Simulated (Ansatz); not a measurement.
A nudged elastic band was laid between two geometries of C₂H₇BrSi₂ (12 atoms, charge 0, multiplicity 1).

Level of theory: RKS PBE0-D4/def2-SVP in Ansatz.

| Property | Result |
| --- | --- |
| movable images | 7 |
| climbing image | yes |
| spring | 5.0 eV/Å² |
| optimiser | quadratic models (default) |
| start path | through a guess of the saddle point |
| force threshold | 0.05 eV/Å |
| iteration limit | 49 |
| end points | relaxed |

First end point:

```xyz
12
Properties=species:S:1:pos:R:3
Si -1.577 0.715 -0.613
C -0.837 -0.934 -0.095
C 0.399 -1.158 0.387
Si 1.736 0.122 0.671
Br 2.283 1.090 -1.270
H -0.766 1.849 -0.080
H -2.968 0.803 -0.074
H -1.645 0.804 -2.104
H -1.497 -1.808 -0.215
H 0.679 -2.194 0.629
H 1.313 1.207 1.600
H 2.957 -0.550 1.197
```

Last end point:

```xyz
12
Properties=species:S:1:pos:R:3
Si -1.399 0.581 -1.036
C -0.865 -0.914 -0.027
C 0.305 -1.088 0.614
Si 1.729 0.126 0.687
Br 1.053 2.028 1.651
H -0.220 1.420 -1.402
H -2.380 1.401 -0.264
H -2.068 0.097 -2.282
H -1.606 -1.724 0.046
H 0.451 -2.022 1.177
H 2.818 -0.442 1.530
H 2.259 0.480 -0.659
```

(1) Which bonds break or form, and what moves?

(2) What energy profile does the band end with?

(3) What is the geometry of the highest image?

The band took 34 iterations and roughly 27 core-minutes.

Results:

(1) No bond is made or broken. The dihedral H10–C3–Si4–Br5 goes from 117 to -118°. The two ends are copies of one structure, up to a mirror image or an exchange of like atoms.

(2) The run converged. The highest image is number 6 of 0 to 8, 5.1 kJ/mol above the ends, which have the same energy within 2 meV. The profile has 2 maxima (images 3, 6) with wells between them (image 4): this band takes more than one step, which may be the mechanism or a detour left from its start path. A vibrational analysis at the climbing image gives no mode beyond 40i cm⁻¹: the surface is too flat there to confirm a saddle point.

| image | path coordinate (Å) | energy (kJ/mol) | dihedral H10–C3–Si4–Br5 (°) |
| --- | --- | --- | --- |
| 0 | 0.00 | 0.0 | 117 |
| 1 | 1.32 | 0.9 | 101 |
| 2 | 2.64 | 2.4 | 91 |
| 3 | 3.96 | 4.4 | 104 |
| 4 | 5.28 | 0.7 | 129 |
| 5 | 6.60 | 4.0 | 155 |
| 6 | 7.92 | 5.1 | -177 |
| 7 | 9.36 | 3.1 | -147 |
| 8 | 10.79 | 0.0 | -118 |

(3) 
```xyz
12
Properties=species:S:1:pos:R:3
Si -1.540 0.653 -0.981
C -0.746 -0.895 -0.241
C 0.406 -1.080 0.427
Si 1.758 0.093 0.947
Br 1.324 2.215 0.415
H -0.679 1.292 -2.019
H -1.909 1.653 0.063
H -2.797 0.183 -1.641
H -1.352 -1.800 -0.401
H 0.632 -2.110 0.750
H 1.938 0.025 2.426
H 3.042 -0.286 0.289
```

Time of the run: 14 min on 2 threads of Arm Neoverse V2 (shared host), peak memory 0.36 GiB.
